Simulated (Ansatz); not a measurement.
Born–Oppenheimer molecular dynamics of BFH₇NSi (11 atoms, charge 0, multiplicity 1). It starts at the highest image of a converged band, a first-order saddle point between two minima.

Method: Ansatz 0.2.0, RKS B3LYP/6-31G*.

```json
{
  "ensemble": "NVE (velocity Verlet)",
  "time step": "0.5 fs",
  "steps asked": "200",
  "starting velocities drawn for": "300 K",
  "seed": "11668"
}
```

Frames 2.5 fs apart, positions in Å, forces in eV/Å.

Velocities at 10 fs (Å/ps):

```
B -0.20 8.06 0.14
F -1.44 -2.15 -1.93
H -1.53 -4.82 6.50
H 6.88 0.71 3.57
N 0.82 2.37 0.89
H 8.59 -7.00 3.41
Si 0.13 -1.85 -0.28
H -18.94 -6.48 9.50
H 12.10 -2.36 -16.80
H -1.69 19.73 18.20
H 8.93 -26.99 5.90
```

```xyz
11
Properties=species:S:1:pos:R:3:forces:R:3 time_fs=10 energy_less_start_eV=0.149 T=173
B 0.197 -0.463 0.022 -0.11 1.46 -1.59
F -0.647 0.657 0.988 0.30 -0.57 -0.42
H 1.315 0.054 -0.061 -0.62 -0.77 0.14
H -0.455 -0.681 -1.004 0.49 0.40 0.57
N -0.086 -1.553 1.047 -0.20 0.86 0.80
H -0.914 -2.076 0.784 0.08 -0.47 0.04
Si 1.198 -2.312 2.002 -0.18 -0.09 0.54
H 1.859 -3.394 1.264 0.35 -0.03 -0.34
H 2.128 -1.178 2.378 -0.39 -0.62 0.01
H 0.499 -3.055 3.109 0.29 0.42 0.06
H -0.541 -0.453 1.493 0.00 -0.60 0.20
11
Properties=species:S:1:pos:R:3:forces:R:3 time_fs=12.5 energy_less_start_eV=-0.060 T=352
B 0.195 -0.439 0.019 -0.71 1.59 -0.61
F -0.650 0.650 0.982 0.53 -0.50 -0.84
H 1.298 0.021 -0.042 0.12 -0.37 0.04
H -0.426 -0.668 -0.982 0.11 0.25 -0.06
N -0.085 -1.546 1.051 -0.36 0.57 0.92
H -0.892 -2.107 0.793 0.06 -0.25 -0.03
Si 1.198 -2.317 2.002 -0.17 0.04 0.76
H 1.823 -3.414 1.276 0.36 -0.22 -0.44
H 2.147 -1.202 2.337 -0.27 -0.46 0.06
H 0.504 -2.993 3.155 0.30 0.36 -0.04
H -0.518 -0.542 1.514 0.02 -1.01 0.24
11
Properties=species:S:1:pos:R:3:forces:R:3 time_fs=15 energy_less_start_eV=-0.311 T=568
B 0.190 -0.405 0.012 -1.35 1.81 0.86
F -0.652 0.643 0.974 0.84 -0.40 -1.42
H 1.289 -0.033 -0.020 0.97 0.08 -0.04
H -0.391 -0.641 -0.965 -0.42 -0.01 -0.88
N -0.085 -1.536 1.059 -0.34 -1.05 0.31
H -0.865 -2.151 0.800 0.25 0.17 -0.03
Si 1.198 -2.322 2.003 0.03 -0.50 0.42
H 1.807 -3.444 1.263 0.06 0.03 -0.20
H 2.151 -1.252 2.299 0.20 0.08 0.19
H 0.526 -2.910 3.199 0.18 0.14 0.01
H -0.496 -0.688 1.551 -0.42 -0.35 0.79
11
Properties=species:S:1:pos:R:3:forces:R:3 time_fs=17.5 energy_less_start_eV=-0.490 T=722
B 0.178 -0.362 0.010 -1.17 1.74 1.48
F -0.650 0.633 0.961 1.09 -0.38 -1.78
H 1.330 -0.085 0.000 0.34 0.14 -0.08
H -0.378 -0.612 -0.994 -0.28 0.02 -0.55
N -0.086 -1.531 1.068 0.49 -2.71 -0.90
H -0.825 -2.188 0.804 0.04 0.14 -0.20
Si 1.197 -2.327 2.006 0.41 -0.96 -0.07
H 1.795 -3.473 1.239 -0.22 0.32 0.13
H 2.167 -1.297 2.273 0.55 0.47 0.22
H 0.559 -2.819 3.245 0.01 -0.11 0.11
H -0.503 -0.846 1.639 -1.26 1.33 1.64
11
Properties=species:S:1:pos:R:3:forces:R:3 time_fs=20 energy_less_start_eV=-0.665 T=871
B 0.159 -0.310 0.016 -0.56 0.96 1.22
F -0.646 0.623 0.943 1.10 -0.06 -1.81
H 1.389 -0.128 0.014 -0.84 0.23 -0.10
H -0.379 -0.582 -1.053 0.17 0.25 0.52
N -0.086 -1.536 1.074 -0.80 -0.53 1.24
H -0.784 -2.218 0.797 -0.28 -0.14 -0.42
Si 1.198 -2.335 2.008 0.99 -0.59 -0.12
H 1.771 -3.484 1.222 -0.26 0.26 0.29
H 2.213 -1.318 2.259 0.29 0.22 0.09
H 0.594 -2.735 3.297 -0.05 -0.26 0.04
H -0.570 -0.947 1.803 0.24 -0.32 -0.94
11
Properties=species:S:1:pos:R:3:forces:R:3 time_fs=22.5 energy_less_start_eV=-0.579 T=799
B 0.137 -0.252 0.028 -0.02 -0.06 0.72
F -0.637 0.613 0.918 0.80 0.63 -1.47
H 1.402 -0.157 0.023 -1.17 0.46 -0.05
H -0.373 -0.537 -1.083 0.24 0.31 0.99
N -0.089 -1.544 1.085 -1.88 -0.36 2.26
H -0.756 -2.254 0.766 -0.01 0.12 -0.29
Si 1.201 -2.344 2.010 1.41 0.27 0.34
H 1.732 -3.481 1.220 -0.11 -0.11 0.18
H 2.274 -1.328 2.250 -0.23 -0.26 -0.10
H 0.626 -2.665 3.350 0.01 -0.34 -0.22
H -0.628 -1.058 1.919 0.96 -0.67 -2.36
11
Properties=species:S:1:pos:R:3:forces:R:3 time_fs=25 energy_less_start_eV=-0.699 T=900
B 0.115 -0.194 0.044 0.57 -1.21 0.05
F -0.627 0.605 0.890 -0.11 1.80 -0.35
H 1.351 -0.159 0.030 -0.46 0.66 0.06
H -0.354 -0.475 -1.059 -0.10 0.11 0.54
N -0.099 -1.554 1.105 -1.07 -1.90 0.39
H -0.729 -2.282 0.718 0.35 0.40 -0.09
Si 1.207 -2.352 2.013 1.39 0.86 0.71
H 1.687 -3.485 1.229 0.07 -0.51 -0.01
H 2.323 -1.351 2.235 -0.46 -0.44 -0.20
H 0.659 -2.615 3.390 0.06 -0.37 -0.40
H -0.638 -1.202 1.909 -0.25 0.59 -0.69
11
Properties=species:S:1:pos:R:3:forces:R:3 time_fs=27.5 energy_less_start_eV=-0.512 T=741
B 0.096 -0.143 0.061 1.25 -2.46 -0.84
F -0.617 0.602 0.861 -1.67 3.42 1.54
H 1.274 -0.122 0.040 0.92 0.66 0.17
H -0.342 -0.407 -1.006 -0.61 -0.29 -0.54
N -0.114 -1.573 1.126 1.12 -2.66 -2.06
H -0.683 -2.290 0.662 0.20 0.08 -0.20
Si 1.216 -2.359 2.018 0.98 0.69 0.55
H 1.645 -3.516 1.238 0.09 -0.48 0.01
H 2.347 -1.399 2.210 -0.22 -0.20 -0.20
H 0.695 -2.588 3.407 0.04 -0.39 -0.32
H -0.669 -1.310 1.867 -2.11 1.64 1.88
11
Properties=species:S:1:pos:R:3:forces:R:3 time_fs=30 energy_less_start_eV=-0.486 T=718
B 0.085 -0.106 0.072 2.31 -3.48 -2.17
F -0.612 0.611 0.836 -3.16 4.74 3.29
H 1.249 -0.047 0.059 1.30 0.42 0.17
H -0.363 -0.356 -0.981 -0.61 -0.55 -0.90
N -0.125 -1.601 1.141 -0.77 -0.74 0.87
H -0.626 -2.293 0.595 -0.12 -0.27 -0.26
Si 1.226 -2.364 2.023 0.29 -0.13 0.04
H 1.608 -3.575 1.249 0.00 -0.04 0.24
H 2.360 -1.457 2.172 0.30 0.27 -0.16
H 0.733 -2.584 3.406 -0.02 -0.39 -0.02
H -0.798 -1.335 1.901 0.48 0.18 -1.11
11
Properties=species:S:1:pos:R:3:forces:R:3 time_fs=32.5 energy_less_start_eV=-0.528 T=755
B 0.086 -0.088 0.072 2.83 -3.16 -2.81
F -0.617 0.634 0.821 -3.22 4.41 3.38
H 1.292 0.052 0.089 0.06 -0.05 0.01
H -0.418 -0.337 -1.004 0.08 -0.49 -0.05
N -0.139 -1.633 1.158 -1.72 -0.11 0.90
H -0.573 -2.308 0.516 0.02 0.15 0.32
Si 1.238 -2.369 2.029 -0.16 -0.76 -0.30
H 1.572 -3.636 1.274 -0.04 0.37 0.37
H 2.389 -1.500 2.126 0.50 0.46 -0.14
H 0.771 -2.603 3.404 -0.05 -0.30 0.25
H -0.909 -1.345 1.883 1.68 -0.53 -1.92
11
Properties=species:S:1:pos:R:3:forces:R:3 time_fs=35 energy_less_start_eV=-0.780 T=969
B 0.102 -0.087 0.057 1.63 -1.25 -1.59
F -0.632 0.670 0.817 -1.77 2.48 1.82
H 1.341 0.148 0.118 -0.91 -0.56 -0.23
H -0.468 -0.346 -1.030 0.73 -0.37 0.66
N -0.160 -1.666 1.178 0.52 -0.70 -1.63
H -0.520 -2.316 0.454 0.11 0.36 0.68
Si 1.249 -2.376 2.034 -0.18 -0.62 -0.15
H 1.534 -3.677 1.320 0.03 0.43 0.23
H 2.445 -1.518 2.070 0.01 0.16 -0.14
H 0.806 -2.639 3.416 0.02 -0.10 0.21
H -0.933 -1.379 1.763 -0.19 0.16 0.12
11
Properties=species:S:1:pos:R:3:forces:R:3 time_fs=37.5 energy_less_start_eV=-0.732 T=930
B 0.127 -0.092 0.033 -0.22 0.69 0.32
F -0.652 0.715 0.819 -0.19 0.47 0.16
H 1.340 0.211 0.134 -0.84 -0.83 -0.37
H -0.476 -0.378 -1.022 0.88 -0.33 0.61
N -0.178 -1.702 1.192 2.96 -0.62 -2.42
H -0.462 -2.306 0.427 -0.17 -0.26 0.03
Si 1.260 -2.384 2.038 -0.27 -0.08 0.35
H 1.498 -3.694 1.379 0.15 0.11 -0.10
H 2.500 -1.527 2.006 -0.56 -0.19 -0.07
H 0.843 -2.680 3.439 0.15 0.16 -0.03
H -0.974 -1.402 1.651 -1.90 0.89 1.52
```

Of the whole run (100 fs, mean temperature of the second half 617 K): The conserved energy stayed within 0.18 meV per atom of its start (net change -0.033 meV per atom), so the integration is sound. The kinetic energy rose, since the run started high on the potential surface and went downhill. It ends in pieces (BFH2 + H5NSi), so much of that is their flight and rotation, not heat. A run of 0.1 ps of so small a system gives no equilibrium averages. The orbitals stay closed-shell, which can raise the energy where a bond breaks towards radicals; this wasn't checked here.

Run time: 7.9 min on 1 thread of AMD EPYC 7R43 64-Core Processor (Zen 3), on a shared host, peak memory 0.17 GiB.
